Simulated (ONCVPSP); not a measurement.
Cutoff test, Li (Z = 3), ONCV

lithium, optimised norm-conserving Vanderbilt (ONCV), made with ONCVPSP 4.0.1 (PBEsol, scalar-relativistic). Core [He], reference 2s1. Waves: 2s: rc 2.70 bohr, ncon 3, nbas 8, qcut 2.6 1/bohr, 2 projectors, debl 3.7 Ha; p scattering state at 0.06 Ha: rc 2.80 bohr, ncon 4, nbas 8, qcut 2.9 1/bohr, 3 projectors, debl 1.5 Ha; d scattering state at 0.38 Ha: rc 2.75 bohr, ncon 4, nbas 8, qcut 3.4 1/bohr, 3 projectors, debl 2.3 Ha. Local part: polynomial inside 2.50 bohr (lpopt 3, dvloc0 2 Ha). Core correction: Teter function, fcfact 3.5, rcfact 1.35.

In the p channel the program set the typed energies aside and used 0.050, 1.550, 3.050 Ha.

Problem. For each optimised wave give the share of its norm inside rc, the residual kinetic energy above qcut (Ha) and the cutoffs (Ha) for errors of 10, 1, 0.1 and 0.01 mHa per electron.

Solution.

| wave | norm inside rc | residual KE | 10 mHa | 1 mHa | 0.1 mHa | 0.01 mHa |
| --- | --- | --- | --- | --- | --- | --- |
| 2s | 0.243 | 3.7e-05 | 0.4 | 1.9 | 2.9 | 9.1 |
| s projector 2 | 0.222 | 1.5e-01 | 13.4 | 35.5 | 69.9 | not reached |
| p projector 1 | 0.484 | 2.9e-04 | 1.8 | 3.5 | 7.2 | 24.0 |
| p projector 2 | 0.319 | 1.6e-02 | 4.5 | 15.6 | 32.2 | 37.0 |
| p projector 3 | 0.245 | 4.7e-01 | 6.4 | 12.6 | 23.0 | 42.2 |
| d projector 1 | 0.234 | 8.0e-06 | 1.3 | 1.9 | 4.7 | 5.7 |
| d projector 2 | 0.179 | 2.0e-03 | 4.9 | 7.6 | 26.7 | 39.2 |
| d projector 3 | 0.171 | 5.1e-01 | 7.8 | 9.8 | 20.8 | 36.3 |

The occupied waves need 1.9 Ha and 2.9 Ha for 1 and 0.1 mHa. The cutoffs count occupied waves only; projector 2 of the s channel, the hardest unoccupied one, needs 36 Ha at the loose tolerance.
